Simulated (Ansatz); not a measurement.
Molecule: diphosphane, P₂H₄ (charge 0, singlet). SMILES: PP
Coordinates optimised at B3LYP-D3(BJ)/def2-TZVP (Ansatz, an electronic-structure program):
```
P
H 1 1.4206
H 1 1.4206 2 92.33
P 1 2.2503 2 93.65 3 -93.89
H 4 1.4206 1 93.65 2 -86.71
H 4 1.4206 5 92.33 1 93.89
```

Property: atomisation energy (electronic, to ground-state atoms), in kcal/mol. Cores are frozen in the correlated levels unless marked. Open shells are spin-unrestricted. Spin-orbit coupling is left out. No relativistic terms. The coupled-cluster limit lacks core correlation, which all-electron functionals hold. Basis-set limits of correlation are two-point, X^-3; Hartree-Fock from the larger set.

```
level                          program  atomisation energy (kcal/mol)
----------------------  --------------  -----------------------------
BLYP-D3(BJ)/def2-TZVPD  Ansatz + dftd3                          376.1
```

Question: What does CCSD(T)/CBS(cc-pV(T+d)Z,cc-pV(Q+d)Z) (Ansatz) give?

Answer: 370.3 kcal/mol, so BLYP-D3(BJ)/def2-TZVPD differs from it by 5.8 kcal/mol.
